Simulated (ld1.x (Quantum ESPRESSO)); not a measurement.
## N TM: all-electron and pseudo phase curves

* Element: N
* Generator: ld1.x (Quantum ESPRESSO) 7.5
* Type: norm-conserving Troullier–Martins (Kleinman–Bylander form)
* Functional: PBE
* Relativity: scalar-relativistic
* Frozen core: [He]
* Valence charge: 5
* Reference configuration: 2s2 2p3
* Partial waves: 2s (bound): rc 0.85 bohr; 2p (bound): rc 1.90 bohr
* Local potential: all-electron potential smoothed inside 1.30 bohr (lloc = -1)
* Core correction: a·sin(br)/r model core, default radius (core density twice the valence density)

The phase is arctan(r·u′/u) with u = r·R(r), unwrapped; energies in Ry, scanned from -3 to 5 Ry. A pole is an energy at which the radial function vanishes at the test radius. The pseudo phase is shifted by a multiple of π to meet the all-electron one at the reference energy, and phase errors are pseudo minus all-electron; the curves can meet again beyond the range given. Levels narrower than the energy grid can be missing from the lists of poles.

```json
{"channel": "s", "radius (bohr)": "2.06", "reference energy (Ry)": "-1.37", "poles, all-electron": "-0.72", "poles, pseudo": "-0.72", "unbroken range about the reference energy with phases within 0.05 rad": "the whole range", "phase error 1 Ry above the reference energy (rad)": "-0.000"}
{"channel": "p", "radius (bohr)": "2.06", "reference energy (Ry)": "-0.52", "poles, all-electron": "0.16", "poles, pseudo": "0.17", "unbroken range about the reference energy with phases within 0.05 rad": "below 2.1", "phase error 1 Ry above the reference energy (rad)": "+0.005"}
```

Phases in the s channel:

| E (Ry) | all-electron | pseudo |
| --- | --- | --- |
| -3.00 | 1.184 | 1.184 |
| -2.52 | 1.076 | 1.075 |
| -2.04 | 0.771 | 0.771 |
| -1.56 | -0.569 | -0.570 |
| -1.08 | -1.402 | -1.402 |
| -0.60 | -1.606 | -1.606 |
| -0.12 | -1.705 | -1.705 |
| 0.36 | -1.778 | -1.778 |
| 0.84 | -1.847 | -1.848 |
| 1.32 | -1.930 | -1.931 |
| 1.80 | -2.044 | -2.047 |
| 2.28 | -2.230 | -2.238 |
| 2.76 | -2.582 | -2.601 |
| 3.24 | -3.213 | -3.248 |
| 3.72 | -3.838 | -3.866 |
| 4.20 | -4.182 | -4.199 |
| 4.68 | -4.361 | -4.373 |
